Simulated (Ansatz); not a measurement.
Job for Ansatz (a program for electronic structure): R-wB97X-V/def2-TZVPP on F2HOSb (SMILES [OH][Sb]([F])[F]), a point of a torsion scan. Elements past Kr take the def2 small-core potentials; no spin–orbit coupling.

Ansatz 0.2 input:
```yaml
crystal:
  periodic: [false, false, false]
  atoms:
    - {symbol: O, position_ang: [1.10356214, -0.59412734, 0.18875306]}
    - {symbol: Sb, position_ang: [-0.71630563, -0.04619780, 0.12721648]}
    - {symbol: F, position_ang: [-0.21812491, 1.68644510, 0.96438606]}
    - {symbol: F, position_ang: [-1.02255937, -0.78822887, 1.92927332]}
    - {symbol: H, position_ang: [1.70817942, 0.14691193, 0.12625902]}
basis:
  gaussian:
    orbitals: def2-TZVPP
hamiltonian:
  xc: {name: wB97X-V}
scf: {lower_state_search: off}
```

Question: What total energy does the run end on?

Answer: -515.8631 hartree.
